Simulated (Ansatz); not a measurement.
Consider the ligand exchange at a B–O bond: `COB(O)OC` + HCl → `COB(O)Cl` + CH₃OH.

Computed with Ansatz on PBE0-D4/def2-TZVP structures; ΔE is electronic, products minus reactants. CCSD(T)/CBS is the MP2 limit (def2-TZVPP, def2-QZVPP) plus CCSD(T) − MP2 in def2-TZVPP, frozen cores. This one scheme is used for every species. Functionals use def2-TZVPP. Each species was taken in one conformer, which may not be the lowest.

| species | PBE0 energy (Eh) |
| --- | --- |
| `COB(O)OC` | -330.85195 |
| HCl | -460.66547 |
| `COB(O)Cl` | -675.86404 |
| CH₃OH | -115.63988 |

(1) Work out ΔE.

Largest T1 diagnostic among the species: 0.012.

Answers

(1) ΔE = (-675.86404) + (-115.63988) − (-330.85195) − (-460.66547) = 0.01350 Eh = +35.4 kJ/mol. CCSD(T)/CBS gives +41.5 kJ/mol.

From PBE to PBE0 (25 % exact exchange), in def2-TZVPP and without D4, ΔE moves by +3.5 kJ/mol. In def2-TZVPP, CCSD(T) changes the Hartree–Fock value by −5.2 kJ/mol (the triples alone add −1.8 kJ/mol) and MP2 by −10.2 kJ/mol.
